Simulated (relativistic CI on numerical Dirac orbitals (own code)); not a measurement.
# Slater and spin-orbit integrals, Re⁵⁸⁺

Calculated at this level of theory: Dirac-Coulomb-Breit CI, KLI orbitals optimised for each configuration, model QED, unscaled Slater integrals (own radial code, finite nucleus).

Slater integrals F^k, G^k are unscaled and averaged over j, outside the closed core [Ne]; ζ comes from projecting the Hamiltonian with its Breit term on Σ l·s of the shell.

- 3s²3p⁵: ζ(3p) = 2.0026e+06 cm⁻¹; <r>(3p) = 0.1802, <r^2>(3p) = 0.03766 (bohr units).
- 3s²3p⁴3d: F^2(3p,3p) = 540930, ζ(3p) = 2.0012e+06, F^2(3p,3d) = 546620, G^1(3p,3d) = 568020, G^3(3p,3d) = 383400, ζ(3d) = 271010 cm⁻¹; <r>(3p) = 0.1803, <r^2>(3p) = 0.03771, <r>(3d) = 0.1602, <r^2>(3d) = 0.02961 (bohr units).
- 3s3p⁵3d: G^1(3s,3p) = 689240, ζ(3p) = 2.001e+06, G^2(3s,3d) = 437210, F^2(3p,3d) = 546400, G^1(3p,3d) = 567910, G^3(3p,3d) = 383290, ζ(3d) = 272070 cm⁻¹; <r>(3s) = 0.1835, <r^2>(3s) = 0.03851, <r>(3p) = 0.1804, <r^2>(3p) = 0.03774, <r>(3d) = 0.1603, <r^2>(3d) = 0.02964 (bohr units).

Averages of the first 10 configurations, taken without configuration mixing, which lowers the lowest level and can move excited configurations by several eV; other configurations of the list can lie among them:

| Configuration | Parity | States | Average energy above the lowest level (eV) |
| --- | --- | --- | --- |
| 3s²3p⁵ | odd | 6 | 133.2 |
| 3s²3p⁴3d | even | 150 | 561.5 |
| 3s3p⁶ | even | 2 | 601.6 |
| 3s3p⁵3d | odd | 120 | 1019.6 |
| 3s3p⁴3d² | even | 1350 | 1446.7 |
| 3p⁶3d | even | 10 | 1501.5 |
| 3s²3p³3d4p | even | 1200 | 3418.6 |
| 3s3p⁴3d4s | even | 600 | 3688.5 |
| 3p⁶4s | even | 2 | 3757.1 |
| 3s²3p⁴4s | even | 30 | 2812.3 |
